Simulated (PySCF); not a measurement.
**Selenium: highly charged ions in a basis for the neutral atom**

Se(22+) [Ne] 3s2, Se(23+) [Ne] 3s1. Computed with PySCF 2.14 in aug-cc-pVDZ-PP with ECP10MDF, with a scalar-relativistic core potential. No spin-orbit coupling, so a gap to NIST mixes the basis error with missing relativistic terms.

Changed run: basis of the neutral atom used for a highly charged ion. This setting is unsound on purpose.

| species | method | sound run (hartree) | changed run (hartree) | converged |
| --- | --- | --- | --- | --- |
| Se(22+) | UHF | not run | -72.02627 | yes |
| Se(22+) | MN15 | not run | -72.13204 | yes |
| Se(22+) | PBE | not run | -72.10815 | yes |
| Se(23+) | UHF | not run | -36.83650 | yes |
| Se(23+) | MN15 | not run | -36.82271 | yes |
| Se(23+) | PBE | not run | -36.85767 | yes |

Ionisation energy of Se(22+):

| method | changed run (eV) | NIST (eV) |
| --- | --- | --- |
| UHF | 957.56 | 989.6 ± 1.3 |
| MN15 | 960.82 | 989.6 ± 1.3 |
| PBE | 959.21 | 989.6 ± 1.3 |

The contracted functions were made for the neutral atom and can be too rigid for a highly charged ion.
